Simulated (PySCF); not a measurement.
# Ionisation energy of Hg⁵⁶⁺ by level of theory

Hg⁵⁶⁺ [Ar] 3d6 [3d3/2^4 3d5/2^2, M_J = 4] → Hg⁵⁷⁺ [Ar] 3d5 [3d3/2^4 3d5/2^1, M_J = 5/2], as a difference of total energies. Computed with PySCF 2.14 in an uncontracted even-tempered set (15 s from 16 bohr⁻², ratio 2.8; 13 p from 21 bohr⁻², ratio 2.8; 8 d from 21 bohr⁻², ratio 2.8; 3 f from 73 bohr⁻², ratio 3), with the two-component X2C-1e Hamiltonian. Correlated levels: [Ne] frozen; the 78 highest virtual spinors dropped. "Screened" scales the spin-orbit matrix elements by Boettger's factors to mimic the two-electron term; Breit and QED terms are absent.

```
                    method  ionisation energy (eV)
           GHF (spin-free)                  5658.5
          GMP2 (spin-free)                  5659.5
 GHF (screened spin-orbit)                  5638.5
GMP2 (screened spin-orbit)                  5638.2
```

Breit and QED terms and the two-electron picture change are absent.

The spin-free rows relax to the high-spin LS determinant and lack the spin-orbit shift.

The labels give the starting determinants; with spin-orbit coupling the two ends relaxed to ⟨J²⟩ = 20.00, ⟨L²⟩ = 13.29, ⟨S²⟩ = 2.81 and ⟨J²⟩ = 8.75, ⟨L²⟩ = 6.74, ⟨S²⟩ = 2.71.

For comparison: 5636 ± 5 eV (theoretical estimate listed by NIST; NIST Atomic Spectra Database, ionization energies).
